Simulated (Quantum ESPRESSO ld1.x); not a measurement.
Problem. The mean radii <r> (bohr) of the occupied orbitals of an atom or ion are listed with their occupations. Method: scalar-relativistic Kohn-Sham, LDA (Slater exchange, Perdew-Wang correlation), spin-polarised, spherical densities, point nucleus; computed with ld1.x of Quantum ESPRESSO 7.5.

| orbital | occ. | <r> |
|---|---|---|
| 1s up | 1 | 0.02845 |
| 1s down | 1 | 0.02845 |
| 2s up | 1 | 0.1227 |
| 2s down | 1 | 0.1227 |
| 2p up | 3 | 0.1072 |
| 2p down | 3 | 0.1072 |
| 3s up | 1 | 0.3311 |
| 3s down | 1 | 0.3311 |
| 3p up | 3 | 0.3292 |
| 3p down | 3 | 0.3292 |
| 3d up | 5 | 0.3057 |
| 3d down | 5 | 0.3056 |
| 4s up | 1 | 0.7909 |
| 4s down | 1 | 0.7903 |
| 4p up | 3 | 0.8529 |
| 4p down | 3 | 0.8511 |
| 4d up | 5 | 1.033 |
| 4d down | 5 | 1.020 |
| 5s up | 1 | 2.142 |
| 5p up | 3 | 2.644 |
| 5d up | 1 | 6.441 |

Name the element and its charge. Open shells, if any, are filled with parallel spins first.

Solution. Z = 51, antimony, charge 0: Sb in [Kr] 4d10 5s1 5p3 5d1. The 1s radius gives Z: for a bare nucleus <r> = (2 gamma + 1)/(2Z) with gamma = sqrt(1 - (Z/c)^2), 0.028 bohr for Z = 51, and screening makes it slightly larger (0.02845 here). The occupations add up to 51, and the charge is Z minus that.
